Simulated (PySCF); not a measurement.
HISTe, SMILES I[Te]S. The structure is a stationary point at B3LYP-D3(BJ)/def2-SVP. The def2 effective core potentials stand for the cores of I, Te; spin–orbit coupling is left out. Other conformers were not sampled.

Calculation: B3LYP-D3(BJ)/def2-SVP (PySCF).

Harmonic wavenumbers (cm⁻¹): 91, 189, 329, 348, 767, 2643. Rotational constants (GHz): 3.947, 0.7997, 0.6680; symmetry number 1.

### Question
Work out the zero-point energy and the ideal-gas rigid-rotor harmonic-oscillator thermochemistry at 298.15 K and 1 atm.

### Answer
ZPE = ½ Σ hcν = ½ × 4367 cm⁻¹ = 6.24 kcal/mol. H − E(el) = 9.97 kcal/mol. Entropy in cal/(mol K): translation 42.87, rotation 29.41, vibration 8.56, total 80.84. G − E(el) = -14.13 kcal/mol. Cp = 15.66 cal/(mol K). Modes under 150 cm⁻¹ make the vibrational entropy uncertain.
